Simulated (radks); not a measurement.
Results of a calculation; reference values are marked as such.
Excited configurations of neutral silicon: one electron is placed in a higher orbital outside [Ne] 3s2 3p1. The ground configuration is [Ne] 3s2 3p2. Code: a radial shooting solver on a logarithmic mesh with Libxc functionals. Model: scalar-relativistic Kohn-Sham, PBE, spin-polarised, spherical densities, finite nucleus; open shells are filled with parallel spins first; Fermi nuclear charge, rms radius 3.1224 fm. Excitation = E - E(ground); binding = E(ion) - E, where the ion is the core of charge +1; n* = 1/sqrt(2 binding) in atomic units, and the quantum defect is n - n*.

| outer orbital | excitation (eV) | binding (eV) | quantum defect | eigenvalue (eV) | <r> (bohr) |
|---|---|---|---|---|---|
| 4s | 4.920 | 3.344 | 1.983 | -1.974 | 6.571 |
| 4p | 5.908 | 2.356 | 1.597 | -1.332 | 8.473 |
| 4d | 6.936 | 1.328 | 0.799 | -0.728 | 14.06 |
| 4f | 7.296 | 0.967 | 0.250 | -0.479 | 16.65 |
| 5s | 6.586 | 1.678 | 2.153 | -1.050 | 13.44 |
| 5p | 6.951 | 1.313 | 1.781 | -0.802 | 16.47 |
| 5f | 7.588 | 0.676 | 0.513 | -0.405 | 28.15 |
| 7s | 7.591 | 0.672 | 2.502 | -0.460 | 34.69 |
| 7p | 7.682 | 0.582 | 2.165 | -0.397 | 39.71 |

The Delta-SCF ionisation energy is 8.264 eV (NIST Atomic Spectra Database: 8.152 eV, measured). Self-interaction in the functional shifts the binding energies and quantum defects, so they are the method's values and not measured ones. Open shells are spherical and high-spin; term and fine-structure splittings are not resolved.
